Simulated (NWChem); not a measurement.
Molecule: TiN$_{2}$H$_{3}$Cl; SMILES [NH]=[Ti]([NH2])[Cl]

```xyz
7

Ti    -0.0585     0.1840     0.2894
N     -1.3502     1.1619     0.6087
H     -2.2560     1.6033     0.7652
Cl    -0.2154    -1.9971    -0.2976
N      1.5181     1.1765     0.4642
H      2.4472     0.7841     0.3099
H      1.6066     2.1577     0.7134
```
Atoms are numbered in this order, from 1.

Results from NWChem. Pople sets run with spherical d functions. Coordinates come from a PBE0/def2-SVP optimisation. Vzz is the largest principal value of the second derivative of the potential at the nucleus (NWChem prints the opposite sign); η is the asymmetry. Non-relativistic.

| level | Vzz Ti1 (a.u.) | η Ti1 | Vzz N2 (a.u.) | η N2 | Vzz Cl4 (a.u.) | η Cl4 | Vzz N5 (a.u.) | η N5 |
|---|---|---|---|---|---|---|---|---|
| PBE/6-31G* | 1.574 | 0.06 | -0.237 | 0.73 | -0.354 | 0.41 | 0.469 | 0.71 |
| PBE/def2-TZVP | 1.691 | 0.05 | -0.234 | 0.36 | -0.398 | 0.39 | 0.476 | 0.59 |
| Hartree-Fock/def2-TZVP | 1.656 | 0.11 | -0.290 | 0.81 | -0.351 | 0.96 | 0.556 | 0.73 |
| Hartree-Fock/cc-pVTZ | 1.712 | 0.07 | -0.289 | 0.80 | 0.347 | 0.97 | 0.549 | 0.74 |
